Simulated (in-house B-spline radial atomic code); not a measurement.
## PBE0 excitations of Al³⁺

Method: PBE0. Computed with an all-electron radial atomic-structure program (B-spline basis): linear response of the closed shell [He] 2s2 2p6 with the functional's adiabatic kernel; non-relativistic, point nucleus, no spin-orbit coupling, no double excitations, S, P, D and F terms only. Only terms of natural parity with L up to 3 were computed.

Command:
```bash
python run_td.py task.json out
```
Settings (radii: box in bohr, nucleus in fm):
```
Z                        13
electrons                10
configuration            [He] 2s2 2p6
hamiltonian              nr
method                   pbe0
box_radius               23.08
intervals                51
```

Time taken, with all properties: 0.3 s on 1 thread of Arm Neoverse N1, with other jobs on the host.

The lowest states, in the order of their Tamm-Dancoff energies; the method's threshold (minus the highest occupied level) is 108.84 eV. Labels give the largest channel, * marks a mixed state, and oscillator strengths are full-response dipole values. Semilocal kernels can invert the small singlet-triplet splittings of Rydberg terms. Energies in eV:

```csv
state,full response,Tamm-Dancoff,oscillator strength
2p → 3s 3P,73.09,73.10,-
2p → 3s 1P,73.92,73.94,0.209
2p → 3p 3S,79.73,79.77,-
2p → 3p 3D,80.55,80.56,-
2p → 3p 1D,81.13,81.14,-
2p → 3p 1S,84.47,84.80,-
2p → 3d 3P,89.92,89.92,-
2p → 3d 3F,90.07,90.08,-
2p → 3d 1F,90.28,90.28,-
2p → 3d 1P,90.98,91.02,0.608
2p → 4s 3P,93.44,93.44,-
2p → 4s 1P,93.64,93.64,0.0341
2p → 4p 3S,95.56,95.57,-
2p → 4p 3D,?,?,-
2p → 4p 1D,95.92,95.92,-
2p → 4p 1S,?,?,-
```

Q: Where does 2p → 4p 1S lie?

A: At 96.90 eV in full response, 97.01 eV in Tamm-Dancoff.

Q: Where does 2p → 4p 3D lie?

A: At 95.76 eV in full response, 95.76 eV in Tamm-Dancoff.

Q: How large is the singlet-triplet splitting of 2p → 3s (P terms) in Tamm-Dancoff?

A: 0.837 eV, from the unrounded values.

Q: What polarisabilities and dispersion coefficient does the method give?

A: Dipole 0.2776 bohr³, quadrupole 0.2353 bohr⁵, C6 0.2588 hartree·bohr⁶ for two such species.
